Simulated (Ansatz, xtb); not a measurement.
# Relative energy of two structures of CH3BGa

Structure a is a doublet given by its coordinates and structure b is a doublet given by its coordinates. Both are isolated molecules in the gas phase, relaxed with B3LYP/6-31G*.

a (Å):

| atom | x (Å) | y (Å) | z (Å) |
| --- | --- | --- | --- |
| C | -1.9317 | -1.0043 | 0.5524 |
| B | -1.9224 | 0.4082 | 0.1905 |
| Ga | -3.1914 | -0.6343 | 2.0161 |
| H | -1.2722 | 0.8455 | -0.7209 |
| H | -2.5964 | 1.2071 | 0.8245 |
| H | -1.5375 | -1.9813 | 0.3082 |

Close contacts (Å): C1–B2 1.46, C1–Ga3 1.97, B2–Ga3 2.46, C1–H6 1.08, B2–H4 1.20, B2–H5 1.22.

b (Å):

```yaml
atoms:
  - { symbol: C, position_ang: [-1.9743, 0.3714, 0.2022] }
  - { symbol: B, position_ang: [-2.6389, -0.7236, 0.8647] }
  - { symbol: Ga, position_ang: [-0.6829, -1.6025, 0.9315] }
  - { symbol: H, position_ang: [-0.9131, 0.4957, -0.0494] }
  - { symbol: H, position_ang: [-2.5431, 1.2470, -0.1302] }
  - { symbol: H, position_ang: [-3.7028, -1.0896, 1.2376] }
```

Close contacts (Å): C1–B2 1.44, C1–Ga3 2.47, B2–Ga3 2.15, C1–H4 1.10, C1–H5 1.10, B2–H6 1.19.

**Question.** Estimate E(b) − E(a) at the level CCSD(T)/def2-SVP.

**Answer.** Calculated at CCSD(T)/def2-SVP: E(b) − E(a) = −3.7 kcal/mol, so structure b lies lower.

The same difference at several levels:

```csv
level,geometry,E(b) − E(a) (kcal/mol),departure from the last row (kcal/mol),"job, with rough time for the two"
B3LYP/6-31G*,B3LYP/6-31G*,−3.1,+0.6,"optimisation, 3.9 min"
HF/def2-SVP,B3LYP/6-31G*,−2.8,+0.9,part of the CCSD(T) run
MP2/def2-SVP,B3LYP/6-31G*,−3.1,+0.6,part of the CCSD(T) run
CCSD(T)/def2-SVP,B3LYP/6-31G*,−3.7,,"single point, 50 s"
```

The levels shown agree on the order. The largest departure from CCSD(T)/def2-SVP is that of HF/def2-SVP, 0.9 kcal/mol. Levels run at GFN2-xTB geometries aren't shown. MP2 in a larger basis moves the difference by −0.5 kcal/mol, a step that isn't added because spin contamination makes open-shell MP2 unreliable in this search.

With harmonic frequencies from B3LYP/6-31G* (ideal gas, rigid rotor, one conformer each, 298.15 K, 1 atm): on the last row, ΔE + ΔZPE = −2.7, ΔH = −2.5, ΔG = −3.0 kcal/mol.

Open shells are spin-unrestricted, with notable spin contamination under HF/def2-SVP, MP2/def2-SVP, CCSD(T)/def2-SVP. The correlated steps freeze 11 core orbitals; the filled d shell of Ga is correlated, in a basis made for valence electrons. Programs: Ansatz 0.2.0; the last row on 1 thread of Arm Neoverse N1 on a shared host.
